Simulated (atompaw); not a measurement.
# Reading a pseudo-wave (osmium (Os))

Columns: radius, all-electron u(r) and pseudo u(r) of the 5p shell (level -59.19 eV) of osmium in the configuration [Kr] 4d10 4f14 5s2 5p6 5d6 6s1 6p0; LDA (PW92), scalar-relativistic, PAW (atompaw) scheme, atompaw 4.2.0.5.

```tsv
r (bohr)	all-electron	pseudo
0.087	0.1069	0.0210
0.173	0.3062	0.0813
0.260	-0.2582	0.1773
0.346	-0.5656	0.2989
0.433	-0.4585	0.4392
0.519	-0.1281	0.5839
0.606	0.2537	0.7254
0.692	0.5819	0.8502
0.779	0.8276	0.9529
0.865	0.9825	1.0254
0.952	1.0622	1.0660
1.038	1.0819	1.0739
1.125	1.0587	1.0518
1.212	1.0063	1.0045
1.298	0.9372	0.9391
1.385	0.8580	0.8611
1.471	0.7765	0.7787
1.558	0.6948	0.6957
1.644	0.6176	0.6177
1.731	0.5446	0.5446
1.817	0.4783	0.4783
1.904	0.4175	0.4175
1.990	0.3636	0.3636
2.077	0.3151	0.3151
2.163	0.2729	0.2729
2.250	0.2352	0.2352
```

(1) How many radial nodes do the two functions have?

(2) At about which radius was the pseudo-wave matched?

(3) Where does each function peak?

(4) Is the pseudo-wave norm-conserving?

Results:

(1) The all-electron 5p function has n − l − 1 = 3 (the table is too coarse to show those close to the nucleus); the pseudo-wave has 0, since the states of the same l below it are removed with the core.

(2) 1.70 bohr, where the columns begin to agree (steps of 0.09 bohr).

(3) Outermost all-electron maximum near 1.04 bohr, pseudo maximum near 1.04 bohr (to the table’s step).

(4) No, it belongs to a PAW set: the norm inside the radius is not constrained, and the difference is carried by the augmentation charge.
